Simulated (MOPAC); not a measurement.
MOPAC input (PM7):

```
PM7 1SCF CHARGE=1 GEO-OK AUX(PRECISION=9) THREADS=1
C3H7O

C    -1.53987489 1    0.03915439 1    0.09174102 1
C    -0.36193975 1   -0.37539377 1   -0.77845974 1
C     0.96532681 1   -0.11600465 1   -0.24776119 1
O     1.20764649 1    0.42101830 1    0.86771278 1
H    -1.54887711 1   -0.49308341 1    1.04573096 1
H    -1.55404977 1    1.11655263 1    0.27192710 1
H    -2.47047873 1   -0.20749115 1   -0.41510041 1
H    -0.37059478 1    0.09573811 1   -1.77631676 1
H    -0.36563074 1   -1.44897971 1   -1.03372118 1
H     1.86558377 1   -0.37963425 1   -0.80217097 1
H     0.40180237 1    0.66221553 1    1.37482849 1
```

From the output:

```
                                                       MOPAC v23.2.5 Linux

          FINAL HEAT OF FORMATION =        137.01799 KCAL/MOL =     573.28328 KJ/MOL

          COSMO AREA              =        101.32 SQUARE ANGSTROMS
          COSMO VOLUME            =         85.47 CUBIC ANGSTROMS

          IONIZATION POTENTIAL    =         17.834859 EV
          HOMO LUMO ENERGIES (EV) =        -17.835 -6.918
          NO. OF FILLED LEVELS    =         12
          MOLECULAR WEIGHT        =         59.0877         POINT GROUP:  Cs

          MOLECULAR DIMENSIONS (Angstroms)

            Atom       Atom       Distance
            H    10    H     7     4.35671
            H    11    H     8     3.26032
            H     6    H     9     2.25683

          SCF CALCULATIONS        =          1

   ATOM   CHEMICAL          X               Y               Z
  NUMBER   SYMBOL      (ANGSTROMS)     (ANGSTROMS)     (ANGSTROMS)

     1       C         -1.53987489  *   0.03915439  *   0.09174102  *
     2       C         -0.36193975  *  -0.37539377  *  -0.77845974  *
     3       C          0.96532681  *  -0.11600465  *  -0.24776119  *
     4       O          1.20764649  *   0.42101830  *   0.86771278  *
     5       H         -1.54887711  *  -0.49308341  *   1.04573096  *
     6       H         -1.55404977  *   1.11655263  *   0.27192710  *
     7       H         -2.47047873  *  -0.20749115  *  -0.41510041  *
     8       H         -0.37059478  *   0.09573811  *  -1.77631676  *
     9       H         -0.36563074  *  -1.44897971  *  -1.03372118  *
    10       H          1.86558377  *  -0.37963425  *  -0.80217097  *
    11       H          0.40180237  *   0.66221553  *   1.37482849  *

                             CARTESIAN COORDINATES

   1    C       -1.539874890     0.039154390     0.091741020
   2    C       -0.361939750    -0.375393770    -0.778459740
   3    C        0.965326810    -0.116004650    -0.247761190
   4    O        1.207646490     0.421018300     0.867712780
   5    H       -1.548877110    -0.493083410     1.045730960
   6    H       -1.554049770     1.116552630     0.271927100
   7    H       -2.470478730    -0.207491150    -0.415100410
   8    H       -0.370594780     0.095738110    -1.776316760
   9    H       -0.365630740    -1.448979710    -1.033721180
  10    H        1.865583770    -0.379634250    -0.802170970
  11    H        0.401802370     0.662215530     1.374828490

           Empirical Formula: C3 H7 O  =    11 atoms

      MOLECULAR POINT GROUP   :   Cs

                  EIGENVALUES
 -39.86141 -34.50768 -30.63419 -27.28816 -24.16210 -23.09616 -22.41563 -20.37726
 -19.96811 -19.08088 -18.05199 -17.83486  -6.91834  -4.42597  -3.15108  -2.11939
  -1.44175  -1.12204  -0.78271   0.24797   0.65315   0.69982   1.94180

              NET ATOMIC CHARGES AND DIPOLE CONTRIBUTIONS

  ATOM NO.   TYPE          CHARGE      No. of ELECS.   s-Pop       p-Pop
    1          C          -0.435818        4.4358     1.04857     3.38725
    2          C          -0.381946        4.3819     1.06362     3.31833
    3          C           0.426551        3.5734     1.19863     2.37481
    4          O          -0.219165        6.2192     1.81294     4.40623
    5          H           0.170823        0.8292     0.82918
    6          H           0.170823        0.8292     0.82918
    7          H           0.206015        0.7940     0.79399
    8          H           0.235139        0.7649     0.76486
    9          H           0.235139        0.7649     0.76486
   10          H           0.217021        0.7830     0.78298
   11          H           0.375416        0.6246     0.62458
 DIPOLE           X         Y         Z       TOTAL
 POINT-CHG.     1.116    -0.550    -1.152     1.696
 HYBRID         0.021     0.162     0.338     0.375
 SUM            1.137    -0.388    -0.815     1.452

          ATOMIC ORBITAL ELECTRON POPULATIONS

     Atom    s        px        py        pz
    1  C   1.04857   1.07930   1.17891   1.12904
    2  C   1.06362   0.98271   1.19562   1.14000
    3  C   1.19863   1.05929   0.55513   0.76040
    4  O   1.81294   1.50484   1.55690   1.34449
    5  H   0.82918
    6  H   0.82918
    7  H   0.79399
    8  H   0.76486
    9  H   0.76486
   10  H   0.78298
   11  H   0.62458

 **********************
 *                    *
 * JOB ENDED NORMALLY *
 *                    *
 **********************

 == MOPAC DONE ==
```

The dipole moment of an ion depends on the origin.

The geometry given is a B3LYP-D3(BJ)/def2-TZVP minimum.
